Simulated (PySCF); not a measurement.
4-vinylphenylboronic acid, C8H9BO2.
Atom-mapped SMILES: `[CH2:1]=[CH:2][c:3]1[cH:4][cH:5][c:6]([B:7]([OH:8])[OH:9])[cH:10][cH:11]1` (hydrogens: H12, H13 on C1; H14 on C2; H15 on C4; H16 on C5; H17 on O8; H18 on O9; H19 on C10; H20 on C11)

Cartesian coordinates in Å at the PBE0-D3(BJ)/def2-SVP level; atoms count from 1:
```
atom  x, y, z in Å
C1    -3.9393   -0.2939    0.4525
C2    -2.9780    0.1152   -0.3846
C3    -1.5266    0.0278   -0.1855
C4    -0.6716    0.4968   -1.1950
C5     0.7102    0.4337   -1.0523
C6     1.2941   -0.0994    0.1049
B7     2.8468   -0.1702    0.2668
O8     3.6225    0.2955   -0.7567
O9     3.3482   -0.6945    1.4243
C10    0.4363   -0.5674    1.1146
C11   -0.9431   -0.5069    0.9760
H12   -3.7191   -0.7587    1.4172
H13   -4.9939   -0.1749    0.1944
H14   -3.2809    0.5698   -1.3348
H15   -1.1075    0.9171   -2.1058
H16    1.3565    0.8047   -1.8517
H17    4.5714    0.2367   -0.6175
H18    4.3066   -0.7235    1.4857
H19    0.8706   -0.9868    2.0257
H20   -1.5801   -0.8794    1.7814
```

Method: PBE0-D3(BJ)/def2-SVP geometry optimisation, gas phase (PySCF).

Take the most abundant isotopes and a rigid rotor. The values belong to one conformer with, in the numbering `[CH2:1]=[CH:2][c:3]1[cH:4][cH:5][c:6]([B:7]([OH:8])[OH:9])[cH:10][cH:11]1`, C1–C2–C3–C4 179°, C6–B7–O8–H 180°, C6–B7–O9–H 180°.

Task: What are A, B and C (MHz)?

Result: Ia = 149.67, Ib = 925.47, Ic = 1075.12 u·Å²; 505379 MHz·u·Å²/I gives A = 3377, B = 546.1, C = 470.1 MHz.

Task: What kind of rotor is it?

Result: A near-prolate asymmetric top. Ray's parameter κ = (2B − A − C)/(A − C) = -0.948; −1 is the prolate and +1 the oblate limit.

Task: Is it planar, by Δ = Ic − Ia − Ib?

Result: Planar: Δ = Ic − Ia − Ib = -0.01 u·Å². For a rigid frame Δ = −2 Σ m c², so it vanishes when all atoms lie in the ab plane; here none is more than 0.03 Å from it.

Task: Where do the levels up to J = 2 lie, in MHz?

Result: Above 0(0,0):
J = 1: 1(0,1) 1016, 1(1,1) 3847, 1(1,0) 3923
J = 2: 2(0,2) 3047, 2(1,2) 5803, 2(1,1) 6031, 2(2,1) 14523, 2(2,0) 14524
The levels of one J sum to (2J + 1)J(J + 1)(A + B + C)/3.

Task: Predict some low-J microwave lines.

Result: The dipole components are |μa| = 2.77 D, |μb| = 0.19 D, |μc| = 0.00 D. The squared components, which scale the intensities, stand as 1.00 : 0.00 : 0.00 (a : b : c). Some lines, for components of 0.1 D or more:

```tsv
type	branch	J(Ka,Kc)	MHz	lower level (cm⁻¹)
a	Q	4(1,3) ← 4(1,4)	760	0.422
a	R	2(1,2) ← 1(1,1)	1956	0.128
a	R	2(1,1) ← 1(1,0)	2108	0.131
a	R	3(2,1) ← 2(2,0)	3054	0.484
b	Q	3(1,2) ← 3(0,3)	3103	0.203
a	R	3(1,2) ← 2(1,1)	3162	0.201
b	R	1(1,1) ← 0(0,0)	3847	0.000
a	R	4(1,4) ← 3(1,3)	3910	0.291
a	R	4(2,3) ← 3(2,2)	4063	0.586
a	R	5(1,5) ← 4(1,4)	4884	0.422
a	R	5(0,5) ← 4(0,4)	5051	0.338
a	R	5(2,4) ← 4(2,3)	5077	0.722
a	R	5(3,3) ← 4(3,2)	5086	1.200
a	R	5(3,2) ← 4(3,1)	5086	1.200
a	R	5(2,3) ← 4(2,2)	5107	0.722
b	Q	4(2,2) ← 4(1,3)	8251	0.447
b	Q	5(2,4) ← 5(1,5)	9182	0.585
b	R	3(2,1) ← 2(1,2)	11776	0.194
b	Q	5(3,2) ← 5(2,3)	14304	0.893
b	Q	3(3,0) ← 3(2,1)	14336	0.586
b	Q	3(3,1) ← 3(2,2)	14344	0.586
b	R	4(3,1) ← 3(2,2)	18412	0.586
b	R	5(3,3) ← 4(2,2)	19411	0.722
b	R	4(4,1) ← 3(3,0)	24145	1.065
b	R	5(5,1) ← 4(4,0)	30898	1.870
```

No PBE0-D3(BJ)/def2-SVP frequencies stand behind this structure, so it isn't proved a minimum. No vibrational averaging or centrifugal distortion is included, and the geometry carries the error of its method. Quadrupole hyperfine structure (11B) is left out.
